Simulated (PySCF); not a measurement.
## Correlation energy of Ca²⁺ (calcium, charge +2)

[Ar], closed-shell 1S. All numbers are calculated (PySCF 2.14, the spin-free X2C one-electron Hamiltonian (Gaussian nucleus), in aug-cc-pVDZ-X2C (6s5p3d, 36 functions)). Frozen: [Ne] 3s2; 6 electrons correlated.

Total MP2 correlation energy: -62.55 mhartree.

Same-spin part -19.96 and opposite-spin part -42.59 mhartree; SCS-MP2 scales them by 1/3 and 6/5 to -57.76 mhartree.

| level | correlation energy (mhartree) |
| --- | --- |
| CCSD | -70.55 |
| (T) | -0.11 |
| CCSD(T) | -70.66 |

Diagnostics: T1 = 0.0017, D1 = 0.0025, largest double amplitude 0.028.

Cost of the coupled-cluster step: 0.12 s of wall time on 1 thread of Neoverse-V1 (shared host), for 6 correlated electrons.
